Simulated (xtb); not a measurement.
xtb input (GFN2-xTB):

```bash
xtb mol.xyz --gfn 2 --ohess tight --chrg 0 --uhf 0
```
mol.xyz:
```
18

C     -2.32100858     0.00582748     1.56625823
Si    -1.34020177    -0.49500502     0.02982021
C     -2.11514596     0.15840941    -1.49946515
O      0.21255217     0.06031957     0.24833660
C      1.24716278    -0.20776010    -0.66500069
Si     2.84807528     0.49473340     0.14713064
H     -3.34308774    -0.36774174     1.53233557
H     -1.84373958    -0.41769256     2.50152603
H     -2.37490563     1.07020797     1.62847586
H     -1.30374884    -1.95917692    -0.03680858
H     -1.51742320    -0.11343924    -2.42290453
H     -3.11643172    -0.24222136    -1.66489876
H     -2.19647917     1.24844778    -1.53953879
H      1.31689962    -1.30233336    -0.83571306
H      1.04719449     0.27653170    -1.57102961
H      2.73997044     1.93201070     0.34602450
H      3.08452513    -0.19944895     1.45954615
H      3.95444471     0.22559744    -0.82407405
```

Output:

```
           -------------------------------------------------
          |                Calculation Setup                |
           -------------------------------------------------

           -------------------------------------------------
          |                 G F N 2 - x T B                 |
           -------------------------------------------------

        Reference                      10.1021/acs.jctc.8b01176
      * Hamiltonian:
        H0-scaling (s, p, d)           1.850000    2.230000    2.230000
        zeta-weighting                 0.500000
      * Dispersion:
        s8                             2.700000
        a1                             0.520000
        a2                             5.000000
        s9                             5.000000
      * Repulsion:
        kExp                           1.500000    1.000000
        rExp                           1.000000
      * Coulomb:
        alpha                          2.000000
        third order                    shell-resolved
        anisotropic                    true
        a3                             3.000000
        a5                             4.000000
        cn-shift                       1.200000
        cn-exp                         4.000000
        max-rad                        5.000000

          ...................................................
          :                      SETUP                      :
          :.................................................:
          :  # basis functions                  48          :
          :  # atomic orbitals                  46          :
          :  # shells                           26          :
          :  # electrons                        38          :
          :  max. iterations                   250          :
          :  Hamiltonian                  GFN2-xTB          :
          :  restarted?                      false          :
          :  GBSA solvation                  false          :
          :  PC potential                    false          :
          :  electronic temp.          300.0000000     K    :
          :  accuracy                    1.0000000          :
          :  -> integral cutoff          0.2500000E+02      :
          :  -> integral neglect         0.1000000E-07      :
          :  -> SCF convergence          0.1000000E-05 Eh   :
          :  -> wf. convergence          0.1000000E-03 e    :
          :  Broyden damping             0.4000000          :
          :  net charge                          0          :
          :  unpaired electrons                  0          :
          ...................................................

 iter      E             dE          RMSdq      gap      omega  full diag
   1    -20.1613374 -0.201613E+02  0.638E+00    6.11       0.0  T
   2    -20.3009720 -0.139635E+00  0.327E+00    5.22       1.0  T
   3    -20.2990815  0.189041E-02  0.248E+00    5.52       1.0  T
   4    -20.3097601 -0.106785E-01  0.873E-01    5.52       1.0  T
   5    -20.3100911 -0.331006E-03  0.476E-01    5.51       1.0  T
   6    -20.3107678 -0.676771E-03  0.181E-01    5.50       1.0  T
[...]
 projected vibrational frequencies (cm⁻¹)
eigval :       -0.00    -0.00    -0.00     0.00     0.00     0.00
eigval :       23.86    69.18    84.18    91.39   111.66   132.10
eigval :      161.98   189.38   251.34   274.40   505.85   538.56
eigval :      636.20   657.34   696.58   740.28   749.42   760.06
eigval :      772.01   782.48   787.57   789.28   803.11   835.94
eigval :      844.85   879.53  1106.68  1196.50  1281.07  1376.44
eigval :     1378.48  1480.76  1488.05  1491.98  1492.44  1498.11
eigval :     2154.78  2245.96  2279.51  2284.07  2899.72  2925.60
eigval :     3022.50  3027.07  3044.35  3050.20  3056.86  3058.91
 reduced masses (amu)
   1: 20.04   2: 12.63   3: 20.77   4: 17.22   5: 15.33   6: 16.86   7: 11.98   8:  8.10
   9: 11.68  10:  1.59  11:  1.66  12:  5.79  13: 12.38  14: 13.93  15: 16.04  16: 16.26
  17:  2.28  18:  6.29  19:  2.82  20:  5.16  21:  8.26  22: 10.35  23:  2.18  24:  9.51
  25:  8.10  26:  2.51  27:  5.81  28:  8.48  29:  4.18  30:  5.37  31: 10.49  32: 10.44
  33: 14.96  34:  2.16  35:  3.59  36:  3.17  37:  3.11  38:  1.77  39:  1.60  40:  1.60
  41:  1.60  42:  1.60  43:  1.82  44:  1.87  45:  2.09  46:  1.58  47:  2.00  48:  1.47
  49:  1.87  50:  1.64  51:  1.79  52:  1.70  53:  1.84  54:  1.54
 IR intensities (km·mol⁻¹)
   1:  0.04   2:  0.09   3:  0.00   4:  0.06   5:  0.09   6:  0.01   7:  0.04   8:  0.89
   9:  0.11  10:  0.02  11:  0.08  12:  0.92  13:  3.88  14:  1.51  15: 16.39  16:  9.37
  17: 26.32  18: 43.85  19: 98.83  20: 61.43  21: 71.09  22: 33.49  23: 44.70  24: 10.10
  25: 59.20  26:118.74  27:230.83  28:355.97  29: 10.05  30:142.80  31:245.25  32:295.02
  33:236.24  34: 16.26  35:  1.88  36: 16.90  37: 13.83  38:  0.70  39:  0.10  40:  0.54
  41:  0.04  42:  0.52  43:323.35  44:349.21  45:359.96  46:162.00  47: 63.83  48: 46.07
  49: 33.35  50: 28.83  51: 33.60  52: 11.65  53: 47.80  54: 32.70
 Raman intensities (Ä⁴*amu⁻¹)
   1:  0.00   2:  0.00   3:  0.00   4:  0.00   5:  0.00   6:  0.00   7:  0.00   8:  0.00
   9:  0.00  10:  0.00  11:  0.00  12:  0.00  13:  0.00  14:  0.00  15:  0.00  16:  0.00
  17:  0.00  18:  0.00  19:  0.00  20:  0.00  21:  0.00  22:  0.00  23:  0.00  24:  0.00
  25:  0.00  26:  0.00  27:  0.00  28:  0.00  29:  0.00  30:  0.00  31:  0.00  32:  0.00
  33:  0.00  34:  0.00  35:  0.00  36:  0.00  37:  0.00  38:  0.00  39:  0.00  40:  0.00
  41:  0.00  42:  0.00  43:  0.00  44:  0.00  45:  0.00  46:  0.00  47:  0.00  48:  0.00
  49:  0.00  50:  0.00  51:  0.00  52:  0.00  53:  0.00  54:  0.00
 output can be read by thermo (or use thermo option).
 writing <g98.out> molden fake output.
 recommended (thermochemical) frequency scaling factor: 1.0
           -------------------------------------------------
          |             Thermodynamic Functions             |
           -------------------------------------------------

c1  symmetry found (for desy threshold:  0.10E+00) used in thermo

          ...................................................
          :                      SETUP                      :
          :.................................................:
          :  # frequencies                          48      :
          :  # imaginary freq.                       0      :
          :  linear?                             false      :
          :  only rotor calc.                    false      :
          :  symmetry                               c1      :
          :  rotational number                       1      :
          :  scaling factor                  1.0000000      :
          :  rotor cutoff                   50.0000000 cm⁻¹ :
          :  imag. cutoff                  -20.0000000 cm⁻¹ :
          :.................................................:

    mode    ω/cm⁻¹     T·S(HO)/kcal·mol⁻¹    T·S(FR)/kcal·mol⁻¹   T·S(vib)
   ------------------------------------------------------------------------
       1     23.86    -1.87356 (  4.93%)    -1.27521 ( 95.07%)    -1.30470
       2     69.18    -1.24527 ( 78.56%)    -0.96020 ( 21.44%)    -1.18415
       3     84.18    -1.13029 ( 88.93%)    -0.90209 ( 11.07%)    -1.10503
       4     91.39    -1.08231 ( 91.78%)    -0.87775 (  8.22%)    -1.06549
       5    111.66    -0.96598 ( 96.13%)    -0.81844 (  3.87%)    -0.96028
       6    132.10    -0.86916 ( 97.99%)    -0.76864 (  2.01%)    -0.86714
       7    161.98    -0.75328 ( 99.10%)    -0.70825 (  0.90%)    -0.75288
       8    189.38    -0.66602 ( 99.52%)    -0.66196 (  0.48%)    -0.66600
       9    251.34    -0.51316 ( 99.84%)    -0.57813 (  0.16%)    -0.51326
      10    274.40    -0.46760 ( 99.89%)    -0.55213 (  0.11%)    -0.46769
   ------------------------------------------------------------------------

   temp. (K)  partition function   enthalpy   heat capacity  entropy
                                   cal/mol     cal/K/mol   cal/K/mol   J/K/mol
 298.15  VIB  0.144E+05             5343.507     31.207     34.671
         ROT  0.449E+06              888.752      2.981     28.844
         INT  0.647E+10             6232.259     34.188     63.515
         TR   0.128E+28             1481.254      4.968     40.251
         TOT                        7713.5128    39.1563   103.7655   434.1548

       T/K    H(0)-H(T)+PV         H(T)/Eh          T*S/Eh         G(T)/Eh
   ------------------------------------------------------------------------
    298.15    0.122923E-01    0.149002E+00    0.493023E-01    0.996996E-01
   ------------------------------------------------------------------------

         :::::::::::::::::::::::::::::::::::::::::::::::::::::
         ::                  THERMODYNAMIC                  ::
         :::::::::::::::::::::::::::::::::::::::::::::::::::::
         :: total free energy         -19.996577904355 Eh   ::
         ::.................................................::
         :: total energy              -20.096277457716 Eh   ::
         :: zero point energy           0.136709615231 Eh   ::
         :: G(RRHO) w/o ZPVE           -0.037010061870 Eh   ::
         :: G(RRHO) contrib.            0.099699553361 Eh   ::
         :::::::::::::::::::::::::::::::::::::::::::::::::::::

optimized geometry written to: xtbopt.xyz

           -------------------------------------------------
          | TOTAL ENERGY              -20.096277457716 Eh   |
          | TOTAL ENTHALPY            -19.947275577343 Eh   |
          | TOTAL FREE ENERGY         -19.996577904355 Eh   |
          | GRADIENT NORM               0.000326266465 Eh/α |
          | HOMO-LUMO GAP               5.552144993031 eV   |
           -------------------------------------------------

------------------------------------------------------------------------
------------------------------------------------------------------------
 total:
 SCF:
 ANC optimizer:
 analytical hessian:
Note: The following floating-point exceptions are signalling: IEEE_UNDERFLOW_FLAG IEEE_DENORMAL
normal termination of xtb
```
